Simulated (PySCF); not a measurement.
PySCF input (BP86/def2-TZVPD):

```python
from pyscf import gto, scf, dft

mol = gto.M(
    atom='''
    Sn    0.00977870   -0.00779143    0.36180530
    F     0.71090659    1.33897926   -0.99659424
    F    -0.76523270   -1.29569354   -1.01343518
    ''',
    basis='def2-tzvpd',
    ecp='def2-tzvp',
    charge=-1,
    spin=1,
    verbose=4,
)

mf = dft.UKS(mol, xc='bp86').density_fit(auxbasis='def2-universal-jkfit')
mf.grids.level = 3
mf.conv_tol = 1e-9
mf.max_cycle = 100
mf.max_memory = 1500
mf.kernel()
if not mf.converged:
    mf = mf.newton()
    mf.kernel(mf.make_rdm1())
for _ in range(2):
    mo, _, stable, _ = mf.stability(return_status=True)
    if stable:
        break
    mf.kernel(mf.make_rdm1(mo, mf.mo_occ))
mf.analyze()
```

End of the output:

```
Extra cycle  E= -414.336006996733  delta_E= 1e-11  |g|= 5.7e-06  |ddm|= 4.76e-06
converged SCF energy = -414.336006996733  <S^2> = 0.7523183  2S+1 = 2.002317
uhf_internal: lowest eigs of H = [0.5700988  0.58480211 0.59372429]
<class 'pyscf.df.df_jk.DFUKS'> wavefunction is stable in the internal stability analysis
**** SCF Summaries ****
Total Energy =                        -414.336006996733431
Nuclear Repulsion Energy =             117.051279183839057
One-electron Energy =                 -898.678486237443053
Two-electron Energy =                  367.291200056870593
Two-electron Coulomb Energy =          406.603228729178113
DFT Exchange-Correlation Energy =      -39.312028672307534
HOMO-LUMO gap [eV] =                     0.987698145015207
**** MO energy ****
                             alpha | beta                alpha | beta
MO #1   energy= -24.0217222965514  | -24.0206929003809  occ= 1 | 1
MO #2   energy= -24.0217169636781  | -24.0206876103481  occ= 1 | 1
MO #3   energy= -4.69444224996419  | -4.69355222035956  occ= 1 | 1
MO #4   energy= -3.07489805701353  | -3.07466143732267  occ= 1 | 1
MO #5   energy= -3.07320555724541  | -3.07298744177484  occ= 1 | 1
MO #6   energy= -3.07308584382299  | -3.07070371453256  occ= 1 | 1
MO #7   energy= -0.819445015250243 | -0.817851535559586 occ= 1 | 1
MO #8   energy= -0.814917062241193 | -0.81306769203704  occ= 1 | 1
MO #9   energy= -0.735978717580939 | -0.735285637007936 occ= 1 | 1
MO #10  energy= -0.735585934421394 | -0.732736044765397 occ= 1 | 1
MO #11  energy= -0.734508097910679 | -0.731249181751078 occ= 1 | 1
MO #12  energy= -0.729441458366467 | -0.724954379269085 occ= 1 | 1
MO #13  energy= -0.719530532069543 | -0.71896195423605  occ= 1 | 1
MO #14  energy= -0.238302306506775 | -0.229808861962756 occ= 1 | 1
MO #15  energy= -0.151031937690696 | -0.149996228964006 occ= 1 | 1
MO #16  energy= -0.127775258628147 | -0.126352508290602 occ= 1 | 1
MO #17  energy= -0.127730895221479 | -0.122231127766996 occ= 1 | 1
MO #18  energy= -0.115344525574866 | -0.111161532662832 occ= 1 | 1
MO #19  energy= -0.109207909689605 | -0.108525557984843 occ= 1 | 1
MO #20  energy= -0.0773512032425927 | -0.068272894458417 occ= 1 | 1
MO #21  energy= 0.0544684568342255 | 0.0907656944791313 occ= 1 | 0
MO #22  energy= 0.116449789362231  | 0.123945883507982  occ= 0 | 0
MO #23  energy= 0.125139761175427  | 0.132904309267381  occ= 0 | 0
MO #24  energy= 0.137460139703619  | 0.147831775878659  occ= 0 | 0
MO #25  energy= 0.19041059165879   | 0.20189159769883   occ= 0 | 0
MO #26  energy= 0.192346375199293  | 0.203059288436185  occ= 0 | 0
MO #27  energy= 0.193473522229894  | 0.207620225350955  occ= 0 | 0
MO #28  energy= 0.203487999628353  | 0.208188673670824  occ= 0 | 0
MO #29  energy= 0.215254415732625  | 0.217579208076173  occ= 0 | 0
MO #30  energy= 0.234724596006651  | 0.240549727565757  occ= 0 | 0
MO #31  energy= 0.236022154844529  | 0.246614649507241  occ= 0 | 0
MO #32  energy= 0.241858794871211  | 0.252104870629663  occ= 0 | 0
MO #33  energy= 0.305327202537262  | 0.305351490757291  occ= 0 | 0
MO #34  energy= 0.30540414901003   | 0.305659728929392  occ= 0 | 0
MO #35  energy= 0.31052005836925   | 0.31097496819435   occ= 0 | 0
MO #36  energy= 0.310652713603749  | 0.318272723224826  occ= 0 | 0
MO #37  energy= 0.328581059762934  | 0.335591582786689  occ= 0 | 0
MO #38  energy= 0.330490291703963  | 0.337608424550694  occ= 0 | 0
MO #39  energy= 0.40862817357667   | 0.410915333683889  occ= 0 | 0
MO #40  energy= 0.424248073242241  | 0.447910767432562  occ= 0 | 0
MO #41  energy= 0.424723035396949  | 0.449773597945531  occ= 0 | 0
MO #42  energy= 0.432938359219814  | 0.456427551751237  occ= 0 | 0
MO #43  energy= 0.453018078670173  | 0.45724739873371   occ= 0 | 0
MO #44  energy= 0.455838043765168  | 0.467635266594392  occ= 0 | 0
MO #45  energy= 0.524070436612354  | 0.530598862390981  occ= 0 | 0
MO #46  energy= 0.525622911805223  | 0.531849148122335  occ= 0 | 0
MO #47  energy= 0.587856565717015  | 0.591782484816736  occ= 0 | 0
MO #48  energy= 0.627878818188098  | 0.632741383874663  occ= 0 | 0
MO #49  energy= 0.673009318558623  | 0.674321799344916  occ= 0 | 0
MO #50  energy= 0.725809749754714  | 0.726915834095353  occ= 0 | 0
MO #51  energy= 0.738776528993838  | 0.74702302994239   occ= 0 | 0
MO #52  energy= 0.745789470975142  | 0.753299895227081  occ= 0 | 0
MO #53  energy= 0.750818945740653  | 0.756413505748073  occ= 0 | 0
MO #54  energy= 0.760498776675846  | 0.763275196318242  occ= 0 | 0
MO #55  energy= 0.793178253626646  | 0.794888814378488  occ= 0 | 0
MO #56  energy= 0.821036325969976  | 0.821772719873231  occ= 0 | 0
MO #57  energy= 0.836712390931265  | 0.85668425276749   occ= 0 | 0
MO #58  energy= 0.880563061745493  | 0.885445934018169  occ= 0 | 0
MO #59  energy= 0.888348247801222  | 0.890998024700802  occ= 0 | 0
MO #60  energy= 0.892757536423922  | 0.909885559738159  occ= 0 | 0
MO #61  energy= 0.910133832962972  | 0.922212561265302  occ= 0 | 0
MO #62  energy= 0.931376335652576  | 0.948932751386275  occ= 0 | 0
MO #63  energy= 0.94146080965632   | 0.949719684600855  occ= 0 | 0
MO #64  energy= 0.99334983364875   | 1.00888525032982   occ= 0 | 0
MO #65  energy= 1.13510370533506   | 1.1435108593838    occ= 0 | 0
MO #66  energy= 1.13679305879932   | 1.14469808104379   occ= 0 | 0
MO #67  energy= 1.17018210648393   | 1.17359540938616   occ= 0 | 0
MO #68  energy= 1.19611404991325   | 1.21588913883146   occ= 0 | 0
MO #69  energy= 1.20660268869096   | 1.21674577926029   occ= 0 | 0
MO #70  energy= 1.20745697825154   | 1.22168215731541   occ= 0 | 0
MO #71  energy= 1.23940657133516   | 1.24399691100585   occ= 0 | 0
MO #72  energy= 1.24726639479017   | 1.24802612847811   occ= 0 | 0
MO #73  energy= 1.28170177284675   | 1.29142230103921   occ= 0 | 0
MO #74  energy= 1.28622264599619   | 1.29357465312777   occ= 0 | 0
MO #75  energy= 1.33413252294641   | 1.34997474352589   occ= 0 | 0
MO #76  energy= 1.33838943563044   | 1.35288588406465   occ= 0 | 0
MO #77  energy= 1.35365826681252   | 1.35622020720181   occ= 0 | 0
MO #78  energy= 1.53932550042979   | 1.5473665592905    occ= 0 | 0
MO #79  energy= 1.70537898849411   | 1.70675203115704   occ= 0 | 0
MO #80  energy= 2.36670282087287   | 2.36815174238152   occ= 0 | 0
MO #81  energy= 2.38024937026803   | 2.38085425984918   occ= 0 | 0
MO #82  energy= 2.38681205516339   | 2.38826520615287   occ= 0 | 0
MO #83  energy= 2.407739412458     | 2.40983417528912   occ= 0 | 0
MO #84  energy= 2.41177993164645   | 2.41432317710645   occ= 0 | 0
MO #85  energy= 2.41813298709658   | 2.4195709702318    occ= 0 | 0
MO #86  energy= 2.42410921358288   | 2.42457359316486   occ= 0 | 0
MO #87  energy= 2.43221298115432   | 2.438738077299     occ= 0 | 0
MO #88  energy= 2.45405155154745   | 2.45562880595916   occ= 0 | 0
MO #89  energy= 2.47961579004687   | 2.48808474094426   occ= 0 | 0
MO #90  energy= 2.49341897888428   | 2.50312819297239   occ= 0 | 0
MO #91  energy= 2.50924607155096   | 2.5212024516691    occ= 0 | 0
MO #92  energy= 2.55459545228375   | 2.55716365653106   occ= 0 | 0
MO #93  energy= 2.58461721532227   | 2.5927962062637    occ= 0 | 0
MO #94  energy= 2.65859709200601   | 2.65990128012499   occ= 0 | 0
MO #95  energy= 2.66392381929522   | 2.66514397425928   occ= 0 | 0
MO #96  energy= 2.77269930339094   | 2.77561854712003   occ= 0 | 0
MO #97  energy= 3.46235178543053   | 3.46641269985823   occ= 0 | 0
MO #98  energy= 3.47953189055869   | 3.48065522855527   occ= 0 | 0
MO #99  energy= 3.47960311617621   | 3.48389081374723   occ= 0 | 0
MO #100 energy= 3.51880502672488   | 3.51946489789936   occ= 0 | 0
MO #101 energy= 3.56376222011492   | 3.56885933997055   occ= 0 | 0
MO #102 energy= 3.70277969801903   | 3.70442766075361   occ= 0 | 0
MO #103 energy= 3.79905496360352   | 3.80060781697165   occ= 0 | 0
MO #104 energy= 4.23369629920906   | 4.23584096679959   occ= 0 | 0
[...]
```
